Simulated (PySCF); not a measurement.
Al(F)(I)(OH) (AlFHIO), SMILES [OH][Al]([F])[I]. Atoms are numbered in the order given.

```xyz
5

Al    -0.0272     1.3570     0.0000
F     -1.4839     2.1544     0.0000
I      0.0143    -1.0922     0.0000
O      1.4285     2.2107     0.0000
H      1.5200     3.1685     0.0000
```

Geometry: B3LYP-D3(BJ)/def2-SVP. The def2 effective core potentials stand for the cores of I; spin–orbit coupling is left out. Other conformers were not sampled.

Method: HF/def2-TZVPD run with PySCF.

Mulliken values depend strongly on the basis, most of all with diffuse functions as here. ESP charges are fitted to the potential on shells at 1.4 to 2.0 van der Waals radii. Atomic charges (e):

| atom | Mulliken | ESP fit |
|---|---|---|
| Al1 | 0.89 | 1.13 |
| F2 | -0.42 | -0.48 |
| I3 | -0.24 | -0.23 |
| O4 | -0.55 | -0.88 |
| H5 | 0.33 | 0.47 |
